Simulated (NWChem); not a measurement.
System meant: ZrH4; SMILES [ZrH4]

Input file for NWChem:

```
start job
memory heap 200 mb stack 900 mb global 1100 mb
geometry units angstroms noautoz
  Zr    -0.000008     0.000021     0.000003
  H      1.505643    -1.048624     0.184412
  H     -1.481346    -1.080293    -0.197715
  H      0.178801     1.075994    -1.486896
  H     -0.203094     1.053010     1.500200
end
basis spherical
  Zr library def2-svp
  H library def2-svp
end
ecp
  Zr library def2-ecp
end
dft
  xc pbe0
  iterations 4
  mulliken
end
task dft energy
```

End of the output:

```
    Atom       Charge   Shell Charges
 -----------   ------   -------------------------------------------------------
    1 Zr  12    11.45   0.00  0.96  0.98  0.48  0.25  5.34  0.96  0.22  1.57  0.64  0.05
    2 H    1     1.14   0.65  0.47  0.01
    3 H    1     1.14   0.65  0.47  0.01
    4 H    1     1.14   0.65  0.47  0.01
    5 H    1     1.14   0.65  0.47  0.01

 center of mass
 --------------
 x =  -0.00000079 y =  -0.00000032 z =  -0.00000010

 moments of inertia (a.u.)
 ------------------
          32.635068915356           0.000004021714          -0.000000000000
           0.000004021714          32.635086879457          -0.000000000000
          -0.000000000000          -0.000000000000          32.639852995752

     Multipole analysis of the density
     ---------------------------------

     L   x y z        total         alpha         beta         nuclear
     -   - - -        -----         -----         ----         -------
     0   0 0 0      0.000000     -8.000000     -8.000000     16.000000

     1   1 0 0     -0.000038     -0.000040     -0.000040      0.000042
     1   0 1 0     -0.000002     -0.000010     -0.000010      0.000017
     1   0 0 1     -0.000008     -0.000007     -0.000007      0.000005

     2   2 0 0    -22.398403    -19.295813    -19.295813     16.193224
     2   1 1 0     -0.000011     -0.000004     -0.000004     -0.000004
     2   1 0 1     -0.000002     -0.000001     -0.000001     -0.000000
     2   0 2 0    -22.398393    -19.295799    -19.295799     16.193206
     2   0 1 1     -0.000019     -0.000010     -0.000010     -0.000000
     2   0 0 2    -22.396487    -19.292482    -19.292482     16.188477

 ------------------------------------------------------------------------
 dft energy failed                                                                                  0
 ------------------------------------------------------------------------
 ------------------------------------------------------------------------
  current input line :
    22: task dft energy
 ------------------------------------------------------------------------
 ------------------------------------------------------------------------
 This type of error is most commonly associated with calculations not reaching convergence criteria
 ------------------------------------------------------------------------
 For more information see the NWChem manual at https://nwchemgit.github.io

0:dft energy failed:Received an Error in Communication
```

Problem. Find the fault in this run and fix the input.

Solution. Convergence was not reached. Cause: the SCF was allowed too few iterations. This input runs:
```
start job
memory heap 200 mb stack 900 mb global 1100 mb
geometry units angstroms noautoz
  Zr    -0.000008     0.000021     0.000003
  H      1.505643    -1.048624     0.184412
  H     -1.481346    -1.080293    -0.197715
  H      0.178801     1.075994    -1.486896
  H     -0.203094     1.053010     1.500200
end
basis spherical
  * library def2-svp
end
ecp
  Zr library def2-ecp
end
dft
  xc pbe0
  iterations 150
  mulliken
end
task dft energy
```
It converges to -49.31667 Ha (PBE0/def2-SVP with def2 effective core potentials on Zr).
